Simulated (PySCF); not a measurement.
Species: C5H6FN.
Atom-mapped SMILES: `[CH2:1]=[C:2]([CH2:3][F:4])[CH2:5][C:6]#[N:7]` (hydrogens: H8, H9 on C1; H10, H11 on C3; H12, H13 on C5)

The closed-shell SCF was solved with PySCF and density fitting under several settings on one GFN2-xTB geometry (grid level 2 and gas phase unless stated).

| settings | basis functions | SCF cycles | E (Eh) | HOMO (eV) | LUMO (eV) | dipole (D) |
| --- | --- | --- | --- | --- | --- | --- |
| PBE0/pcSseg-1 | 149 | 14 | -348.2588 | -8.47 | -0.73 | 3.57 |
| PBE0/def2-SVPD | 191 | 14 | -348.0554 | -8.51 | -0.83 | 3.60 |
| CAM-B3LYP/pcSseg-1 | 149 | 14 | -348.5028 | -9.81 | 0.48 | 3.57 |
| HSE06/MINI, level shift 0.2 Eh | 41 | 11 | -345.6419 | -9.56 | -2.70 | 2.87 |
| PBE0/def2-SVPD, start guess vsap | 191 | 13 | -348.0554 | -8.51 | -0.83 | 3.60 |
| PBE0/6-31G, energy threshold 1e-08 Eh, level shift 0.2 Eh | 75 | 10 | -348.1974 | -8.27 | -0.35 | 3.49 |
| PBE0/IGLO-II, damping 0.3 at the start, DIIS from the seventh cycle | 190 | 17 | -348.3878 | -8.44 | -0.73 | 3.55 |

**Question.** Estimate the row for these settings: PBE0/MINI, fitting basis def2-qzvpp-jkfit.

**Answer.** 
```
                                 settings  basis functions  SCF cycles     E (Eh)  HOMO (eV)  LUMO (eV)  dipole (D)
PBE0/MINI, fitting basis def2-qzvpp-jkfit               41          10  -345.6148      -9.98      -2.29        2.86
```

**Question.** Over all rows, what range does the HOMO–LUMO gap span?

**Answer.** From 6.86 eV (HSE06/MINI, level shift 0.2 Eh) to 10.29 eV (CAM-B3LYP/pcSseg-1). The functional of the narrowest has 25 % exact exchange at short range alone, that of the widest range-separated exact exchange.

**Question.** And the dipole moment?

**Answer.** From 2.86 D to 3.60 D; the largest is 1.26 times the smallest, and the median is 3.56 D.

**Question.** Compare two rows with the functional PBE0: PBE0/pcSseg-1 and PBE0/def2-SVPD. Which energy is lower, and by how much?

**Answer.** PBE0/pcSseg-1 (149 functions) lies 0.2034 Eh or 128 kcal/mol below PBE0/def2-SVPD (191 functions). The smaller set gives the lower energy; the two sets aren't nested, so the variational bound doesn't order them by size.

Cycle counts include a coarse-grid stage where the run had one.

Conformer computed: `[CH2:1]=[C:2]([CH2:3][F:4])[CH2:5][C:6]#[N:7]`: C1–C2–C3–F4 124°, C1–C2–C5–C6 108°.

One conformer stands for the species.
